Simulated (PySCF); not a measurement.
State search for SiNi

Unrestricted PBE0; PySCF, no relativity, basis sets Si def2-TZVPPD, Ni def2-TZVPPD. Outer shells of the fragments: Si 3s2 3p2; Ni 3d8 4s2.

Followed along the bond (rough minima from three points):

```
2Ms+1        unpaired  ⟨S²⟩ at the start  R at minimum (Å)  Te (eV)
    3        π ↑, δ ↑               2.02              2.21     0.00
    1        π ↓, δ ↑               1.04              2.22     0.03
    3        π ↑, δ ↑               2.01              2.21     0.05
    1            none               0.00              2.01     0.17
    5  σ ↑, π ↑↑, δ ↑               6.01              2.18     0.47
    5      σ ↑↑, π ↑↑               6.00  none in the scan   ≤ 0.88
```

Solutions found at the starting distance of 2.170 Å, counted from the lowest of them; the search is not exhaustive and high or unbound solutions are not listed, so other states can lie among these:

```tsv
2Ms+1	unpaired	term	E (eV)	⟨S²⟩	⟨Lz²⟩	μ (D)
3	π ↑, δ ↑	mixed	0.00	2.02	4.66	1.87
1	π ↓, δ ↑	mixed	0.03	1.04	4.69	1.88
3	π ↑, δ ↑	mixed	0.05	2.01	5.02	1.83
1	none	¹Σ⁺	0.37	0.00	0.00	1.06
5	σ ↑, π ↑↑, δ ↑	⁵Δ	0.47	6.01	4.01	2.92
5	σ ↑↑, π ↑↑	⁵Σ⁻	0.91	6.00	0.00	3.00
3	σ ↑, π ↑↓, δ ↑	mixed	0.92	3.02	6.04	2.99
1	σ ↑, π ↓↓, δ ↑	mixed	0.94	2.02	4.01	3.14
3	σ ↓, π ↑↑, δ ↑	mixed	1.04	3.03	4.01	3.11
1	σ ↓, π ↑↓, δ ↑	mixed	1.05	2.03	5.98	2.98
3	σ ↑, δ ↑	mixed	1.69	2.02	5.89	2.80
1	σ ↓, δ ↑	mixed	1.79	1.01	5.50	2.92
3	σ ↑, δ ↑	mixed	1.85	2.21	3.36	-2.47
5	σ ↑↑, π ↑, δ ↑	mixed	1.97	6.01	4.94	-2.07
```

A term symbol is given only where ⟨S²⟩ and ⟨Lz²⟩ are close to those of a pure state; real π, δ and φ orbitals otherwise mix terms. A positive dipole means Si(−)Ni(+).

The state is the lowest single determinant that the PBE0 search found; with open d or f shells the true ground state can be another one.
